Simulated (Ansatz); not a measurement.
Kohn–Sham single points on C₂H₈MgOSi (`C[CH2][Mg][O][SiH3]`).

```yaml
crystal:
  periodic: [false, false, false]
  atoms:
    - {symbol: C, position_ang: [-0.316022, 1.802276, 2.138745]}
    - {symbol: C, position_ang: [0.478718, 1.777912, 0.831654]}
    - {symbol: Mg, position_ang: [0.263262, 0.073950, -0.353992]}
    - {symbol: O, position_ang: [0.075829, -1.397453, -1.374861]}
    - {symbol: Si, position_ang: [-0.113337, -2.726056, -2.263444]}
    - {symbol: H, position_ang: [-0.152852, 2.725765, 2.706788]}
    - {symbol: H, position_ang: [-0.044697, 0.975010, 2.801383]}
    - {symbol: H, position_ang: [-1.393913, 1.726640, 1.966977]}
    - {symbol: H, position_ang: [0.210045, 2.646175, 0.217560]}
    - {symbol: H, position_ang: [1.547621, 1.901364, 1.044707]}
    - {symbol: H, position_ang: [0.707082, -2.675138, -3.510590]}
    - {symbol: H, position_ang: [-1.536691, -2.913351, -2.676427]}
    - {symbol: H, position_ang: [0.295358, -3.951794, -1.513700]}
basis:
  gaussian: {orbitals: def2-TZVPP}
hamiltonian: {xc: {name: BLYP}, dispersion: d4}
output: {orbitals: {seedname: orbitals}}
```

```sh
$ ansatz run in.yaml --threads 4 --pin off --events-out ev --progress --plain --max-ram 10444MiB
```

Output, abridged:

```
Functional definition: BLYP
1559 factors; their error is unknown
mean field evaluation 1: about -17550.6040 eV, gradient 1.1e2 eV
mean field evaluation 2: about -17409.9219 eV, gradient 2.3e2 eV
mean field evaluation 4: about -17572.5140 eV, gradient 4.1e1 eV
mean field evaluation 8: about -17576.0995 eV, gradient 1.8e-1 eV
mean field evaluation 16: about -17576.0609 eV, gradient 1.5e-4 eV
mean field -17576.06085998 eV, -645.9083231224 hartree, gradient 3.9e-5 eV, S^2 0.000000; 0 other end points of the search recorded, 0 dependent functions left out
reference -17576.06133564 eV, -645.9083406024 hartree; 27, 27 occupied and 252, 252 virtual orbitals, 1559 factors
Total energy: -17576.52742825 eV, -645.9254691901 hartree
```

Run time 1.8 s (4 threads of an AMD EPYC 9R14 on a shared host); peak host memory 0.38 GiB.

With the line `hamiltonian: {xc: {name: wB97X-V}}` (abridged; 6 s):

```
Functional definition: wB97X-V
mean field evaluation 16: about -17574.2072 eV, gradient 1.6e-4 eV
mean field -17574.20724497 eV, -645.8402040272 hartree, gradient 3.5e-5 eV, S^2 0.000000
Total energy: -17574.20724200 eV, -645.8402039179 hartree
```

With the line `hamiltonian: {xc: lda}` (abridged; 1.1 s):

```
Functional definition: SPW92
mean field evaluation 16: about -17484.1546 eV, gradient 1.7e-4 eV
mean field -17484.15457167 eV, -642.5308293232 hartree, gradient 4.4e-5 eV, S^2 0.000000
Total energy: -17484.15462955 eV, -642.5308314505 hartree
```

With the line `hamiltonian: {xc: pbe0, dispersion: d4}` (abridged; 2.5 s):

```
Functional definition: PBE0
mean field evaluation 16: about -17566.4272 eV, gradient 4.0e-5 eV
mean field -17566.42717939 eV, -645.5542918904 hartree, gradient 4.0e-5 eV, S^2 0.000000
Total energy: -17566.60515554 eV, -645.5608323936 hartree
```

Changing it to `hamiltonian: {xc: {name: revPBE}, dispersion: d4}` (abridged; 1.7 s):

```
Functional definition: revPBE
mean field evaluation 16: about -17573.3026 eV, gradient 1.3e-4 eV
mean field -17573.30255694 eV, -645.8069573552 hartree, gradient 3.7e-5 eV, S^2 0.000000
Total energy: -17573.97701494 eV, -645.8317432297 hartree
```

The same input with `hamiltonian: {xc: {name: wB97M-V}}` and forces (abridged; 8.5 s):

```
Functional definition: wB97M-V
mean field evaluation 16: about -17574.6884 eV, gradient 2.3e-4 eV
mean field -17574.68838109 eV, -645.8578854533 hartree, gradient 7.4e-5 eV, S^2 0.000000
Total energy: -17574.68845385 eV, -645.8578881275 hartree
Atom 0 force    -0.115308     0.033520     0.216606 eV/Å
Atom 1 force     0.138978     0.041147    -0.187695 eV/Å
Atom 2 force     0.011080     0.090986     0.064107 eV/Å
Atom 3 force     0.000748     0.014446     0.011618 eV/Å
Atom 4 force    -0.035264    -0.257823    -0.174550 eV/Å
Atom 5 force    -0.015141    -0.083500    -0.050811 eV/Å
Atom 6 force    -0.021227     0.061332    -0.053482 eV/Å
Atom 7 force     0.083290     0.003066     0.011201 eV/Å
Atom 8 force     0.023420    -0.066200     0.063264 eV/Å
Atom 9 force    -0.094089    -0.000806    -0.009338 eV/Å
Atom 10 force    -0.092975    -0.002420     0.144167 eV/Å
Atom 11 force     0.162784     0.023930     0.048787 eV/Å
Atom 12 force    -0.046295     0.142321    -0.083872 eV/Å
Dipole moment:     0.068032     0.386217     0.237167 e Å
```
